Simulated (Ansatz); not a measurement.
Consider the atomization: `O[C](=S)[InH][F]` → C• + F• + 2 H• + In• + O• + S•.

Computed with Ansatz on PBE0-D4/def2-TZVP structures; ΔE is electronic, products minus reactants. CBS: MP2 limit from def2 TZ/QZ plus the TZ coupled-cluster correction, frozen cores. This one scheme is used for every species, atoms too. DFT in def2-TZVPP. B3LYP here is the variant with VWN-RPA as its local correlation; programs differ in this. No spin–orbit coupling; open shells (•) take unrestricted orbitals. Spin–orbit coupling would lower the free atoms: a little for C, F, O, S; strongly for In. def2 core potentials past Kr. For In outer-core shells are correlated without core-valence functions, so the limit isn't a true one: a few kJ/mol of doubt a bond, and 10 to 20 or more in all where bonds break to atoms. One conformer a species, not always the lowest.

| level | ΔE (kcal/mol) |
| --- | --- |
| B3LYP-D4 | 541.5 |
| ωB97M-V | 549.8 |

**Question.** What does CCSD(T)/CBS give? (An estimate is asked.)

**Answer.** The calculation gave: +549.7 kcal/mol. The listed levels differ from it by -8.2, 0.1 kcal/mol.

Largest T1 diagnostic among the species: 0.019.

In def2-TZVPP, CCSD(T) changes the Hartree–Fock value by +190.2 kcal/mol (the triples alone add +17.6 kcal/mol) and MP2 by +211.3 kcal/mol; breaking electron pairs costs correlation energy, which Hartree–Fock lacks. From PBE to PBE0 (25 % exact exchange), in def2-TZVPP and without D4, ΔE moves by −26.3 kcal/mol: exact exchange takes away binding that semilocal exchange gives to molecules. At CCSD(T), def2-SVP lies −47.4 kcal/mol from the extrapolated value and def2-TZVPP −21.1 kcal/mol: correlation converges slowly with the basis, and small sets miss more of it in the bonded molecule than in its fragments.

For atomizations the MP2-based limit and the directly extrapolated one differ by several kJ/mol either way, and by 10 to 25 for some Ge, Se and Sn compounds, so smaller differences from it don't rank the levels.
